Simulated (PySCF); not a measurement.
**How methods differ on the ionisation energy of K**

K [Ar] 4s1 (2S) → K⁺ [Ar] (1S), as a difference of total energies. Computed with PySCF 2.14 in aug-cc-pVDZ-X2C (6s5p3d, 36 functions), with the spin-free X2C one-electron Hamiltonian (Gaussian nucleus). The calculations carry no spin-orbit coupling.

| method | ionisation energy (eV) |
| --- | --- |
| UHF | 4.019 |
| LDA | 4.515 |
| PBE | 4.444 |
| PBE0 | 4.379 |
| r2SCAN | 4.244 |
| LC-wPBE | 4.230 |
| PBEsol | 4.367 |
| HSE06 | 4.387 |
| MN15 | 4.189 |

For comparison: 4.341 eV (measured; NIST Atomic Spectra Database, ionization energies).
